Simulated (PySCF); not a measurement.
Be(H)(SeH) (BeH₂Se), SMILES [BeH][SeH]. Geometry optimised at PBE0-D3(BJ)/def2-TZVP.

Computed equilibrium geometry at PBE0-D3(BJ)/def2-TZVP (PySCF confirms it by a frequency run) as Cartesian coordinates in Å, and its point group:
point group Cs.
```xyz
4

Be    -0.0035     1.7471     0.0000
H      0.0091     3.0813     0.0000
Se    -0.0419    -0.2877     0.0000
H      1.4298    -0.2890     0.0000
```
